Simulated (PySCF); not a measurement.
What does the PBE0-D3(BJ)/def2-SVP structure of 1-fluoronaphthalene (`Fc1cccc2ccccc12`) look like in three dimensions?

Z-matrix in Å and degrees, rows numbered from 1:
```
F 
C   1  1.3337
C   2  1.3706  1  119.81
C   3  1.4134  2  119.07  1   179.84
C   4  1.3752  3  120.78  2     0.01
C   5  1.4193  4  120.58  3     0.07
C   6  1.4188  5  122.54  4   179.96
C   7  1.3754  6  120.92  5  -179.90
C   8  1.4141  7  120.47  6     0.02
C   9  1.3753  8  120.35  7    -0.08
C  10  1.4165  9  120.12  8     0.04
H   3  1.0912  2  119.32  1    -0.14
H   4  1.0921  3  119.05  2  -179.96
H   5  1.0924  4  120.54  3  -179.93
H   7  1.0930  6  118.64  5     0.13
H   8  1.0925  7  119.94  6  -179.98
H   9  1.0923  8  119.69  7   179.92
H  10  1.0911  9  121.07  8   179.99
```

The 6-membered ring C2–C3–C4–C5–C6–C11 has internal angles of 117.7° to 122.5° (sum 720°, against 720° for a flat polygon); it is planar, 0.00 Å rms from its mean plane, widest ring torsion 0°. The 6-membered ring C6–C7–C8–C9–C10–C11 has internal angles of 118.1° to 120.9° (sum 720°, against 720° for a flat polygon); it is planar, 0.00 Å rms from its mean plane, widest ring torsion 0°. The 11 heavy atoms lie in one plane (0.002 Å rms). Of the pairs four or more bonds apart, F1···H18 is among the closest relative to their van der Waals radii: 2.46 Å, 92 % of the sum of Bondi's values.

Method used: PBE0-D3(BJ)/def2-SVP geometry optimisation, gas phase (PySCF 2.14.0).

Point group: Cs (tolerance 0.08 Å). PBE0-D3(BJ)/def2-SVP frequencies: not computed here.
